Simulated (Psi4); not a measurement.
CH$_{6}$FNOSi$_{2}$, singlet, geometry from GFN2-xTB; B3LYP5/cc-pVDZ (Psi4).

The Psi4 input:
```
memory 2 GB

molecule {
0 1
  C     2.09366492    0.63765635   -0.74501787
  N     0.80812846    0.35941431   -0.15905604
  Si   -0.00248077    0.86473669    1.30850757
  O    -1.32565918    0.04485397    0.70879612
  Si   -0.64460491   -0.40093479   -0.72263438
  F    -0.52320214   -1.99095079   -0.84463593
  H     2.07223968    1.54471521   -1.35822020
  H     2.40383403   -0.19571676   -1.37607881
  H     2.83259453    0.77543640    0.04432390
  H    -0.31682906    2.28128338    1.37297970
  H     0.50608952    0.23087908    2.51058442
  H    -1.34352528    0.08806308   -1.88095955
}

set basis cc-pvdz

energy('b3lyp5')
print_variables()
```

Output, abridged:

```
   => Loading Basis Set <=

    Name: CC-PVDZ
    Role: ORBITAL
    Keyword: BASIS

         ---------------------------------------------------------
                                   SCF
               by Justin Turney, Rob Parrish, Andy Simmonett
                          and Daniel G. A. Smith
                              RKS Reference
         ---------------------------------------------------------

  ==> Geometry <==

    Molecular point group: c1
    Full point group: C1

    Geometry (in Angstrom), charge = 0, multiplicity = 1:

       Center              X                  Y                   Z               Mass
    ------------   -----------------  -----------------  -----------------  -----------------
         C            2.147360905692     0.692009510562    -0.743563312585    12.000000000000
         N            0.861824445692     0.413767470562    -0.157601482585    14.003074004430
         SI           0.051215215692     0.919089850562     1.309962127415    27.976926534650
         O           -1.271963194308     0.099207130562     0.710250677415    15.994914619570
         SI          -0.590908924308    -0.346581629438    -0.721179822585    27.976926534650
         F           -0.469506154308    -1.936597629438    -0.843181372585    18.998403162730
         H            2.125935665692     1.599068370562    -1.356765642585     1.007825032230
         H            2.457530015692    -0.141363599438    -1.374624252585     1.007825032230
         H            2.886290515692     0.829789560562     0.045778457415     1.007825032230
         H           -0.263133074308     2.335636540562     1.374434257415     1.007825032230
         H            0.559785505692     0.285232240562     2.512038977415     1.007825032230
         H           -1.289829294308     0.142416240562    -1.879504992585     1.007825032230

  Running in c1 symmetry.

  Rotational constants: A =      0.10688  B =      0.07908  C =      0.05157 [cm^-1]
  Rotational constants: A =   3204.18769  B =   2370.79599  C =   1546.09883 [MHz]
  Nuclear repulsion =  405.686728912784986

  Charge       = 0
  Multiplicity = 1
  Electrons    = 64
  Nalpha       = 32
  Nbeta        = 32

  ==> Algorithm <==

  SCF Algorithm Type is DF.
  DIIS enabled.
  MOM disabled.
  Fractional occupation disabled.
  Guess Type is SAD.
  Energy threshold   = 1.00e-06
  Density threshold  = 1.00e-06
  Integral threshold = 1.00e-12

  ==> Primary Basis <==

  Basis Set: CC-PVDZ
    Blend: CC-PVDZ
    Number of shells: 58
    Number of basis functions: 122
    Number of Cartesian functions: 128
    Spherical Harmonics?: true
    Max angular momentum: 2

  ==> DFT Potential <==

   => LibXC <=

    Version 7.1.2
    S. Lehtola, C. Steigemann, M. J. T. Oliveira, and M. A. L. Marques,  SoftwareX 7, 1–5 (2018) (10.1016/j.softx.2017.11.002)

   => Composite Functional: B3LYP5 <=

    B3LYP5 Hyb-GGA Exchange-Correlation Functional

    P. J. Stephens, F. J. Devlin, C. F. Chabalowski, and M. J. Frisch,  J. Phys. Chem. 98, 11623 (1994) (10.1021/j100096a001)

    Deriv               =              1
    GGA                 =           TRUE
    Meta                =          FALSE

    Exchange Hybrid     =           TRUE
    MP2 Hybrid          =          FALSE

   => Exchange Functionals <=

    0.0800   Slater exchange
    0.7200         Becke 88

   => Exact (HF) Exchange <=

    0.2000               HF

   => Correlation Functionals <=

    0.1900   Vosko, Wilk & Nusair (VWN5)
    0.8100   Lee, Yang & Parr

   => LibXC Density Thresholds  <==

    XC_HYB_GGA_XC_B3LYP5:  1.00E-15

   => Molecular Quadrature <=

    Radial Scheme          =       TREUTLER
    Pruning Scheme         =           NONE
    Nuclear Scheme         =       TREUTLER

    Blocking Scheme        =         OCTREE
    BS radius alpha        =              1
    Pruning alpha          =              1
    Radial Points          =             75
    Spherical Points       =            302
[...]
  Using in-core AOs.

  ==> MemDFJK: Density-Fitted J/K Matrices <==

    J tasked:                   Yes
    K tasked:                   Yes
    wK tasked:                   No
    Algorithm:                 Core
    Schwarz Cutoff:           1E-12
    Mask sparsity (%):       1.5184
    Fitting Condition:        1E-10

   => Auxiliary Basis Set <=

  Basis Set: (CC-PVDZ AUX)
    Blend: CC-PVDZ-JKFIT
    Number of shells: 222
    Number of basis functions: 642
    Number of Cartesian functions: 734
    Spherical Harmonics?: true
    Max angular momentum: 3

  Minimum eigenvalue in the overlap matrix is 8.9006676498E-03.
  Reciprocal condition number of the overlap matrix is 1.6794287725E-03.
    Using symmetric orthogonalization.

  ==> Pre-Iterations <==

  SCF Guess: Superposition of Atomic Densities via on-the-fly atomic UHF (no occupation information).

   -------------------------
    Irrep   Nso     Nmo
   -------------------------
     A        122     122
   -------------------------
    Total     122     122
   -------------------------

  ==> Iterations <==

                           Total Energy        Delta E     RMS |[F,P]|

   @DF-RKS iter SAD:  -850.09600483540248   -8.50096e+02   0.00000e+00
   @DF-RKS iter   1:  -850.00869713940006    8.73077e-02   8.33802e-03 DIIS/ADIIS
   @DF-RKS iter   2:  -849.33580944733308    6.72888e-01   1.28534e-02 DIIS/ADIIS
   @DF-RKS iter   3:  -850.44800073768181   -1.11219e+00   1.07042e-03 DIIS/ADIIS
   @DF-RKS iter   4:  -850.45293014598928   -4.92941e-03   6.91698e-04 DIIS/ADIIS
   @DF-RKS iter   5:  -850.45556750553942   -2.63736e-03   1.47971e-04 DIIS/ADIIS
   @DF-RKS iter   6:  -850.45567209941930   -1.04594e-04   5.16830e-05 DIIS
   @DF-RKS iter   7:  -850.45568998312024   -1.78837e-05   1.16188e-05 DIIS
   @DF-RKS iter   8:  -850.45569069805708   -7.14937e-07   5.49116e-06 DIIS
   @DF-RKS iter   9:  -850.45569086447153   -1.66414e-07   8.76759e-07 DIIS
  Energy and wave function converged.

  ==> Post-Iterations <==

   Electrons on quadrature grid:
      Ntotal   =   63.9999478999 ; deviation = -5.210e-05

    Orbital Energies [Eh]
    ---------------------

    Doubly Occupied:

[...]
    Virtual:

[...]
    Final Occupation by Irrep:
              A
    DOCC [    32 ]
    NA   [    32 ]
    NB   [    32 ]

  @DF-RKS Final Energy:  -850.45569086447153

   => Energetics <=

    Nuclear Repulsion Energy =            405.6867289127849858
    One-Electron Energy =               -1982.8755141391775396
    Two-Electron Energy =                 787.6717458608681000
    DFT Exchange-Correlation Energy =     -60.9386514989470456
    Empirical Dispersion Energy =           0.0000000000000000
    VV10 Nonlocal Energy =                  0.0000000000000000
    Total Energy =                       -850.4556908644715350

Computation Completed

Properties will be evaluated at   0.000000,   0.000000,   0.000000 [a0]

Properties computed using the SCF density matrix

 Multipole Moments:

 ------------------------------------------------------------------------------------
     Multipole            Electronic (a.u.)      Nuclear  (a.u.)        Total (a.u.)
 ------------------------------------------------------------------------------------

 L = 1.  Multiply by 2.5417464519 to convert [e a0] to [Debye]
 Dipole X            :         -5.7976783            6.4941251            0.6964469
 Dipole Y            :         -5.8278579            6.5736054            0.7457475
 Dipole Z            :         -0.3227272            0.1759182           -0.1468090
 Magnitude           :                                                    1.0308882

 ------------------------------------------------------------------------------------

  Variable Map:
  ----------------------------------------------------------------------------
[...]
  Array Variable Map:
  ----------------------------------------------------------------------------
[...]
[...]
```
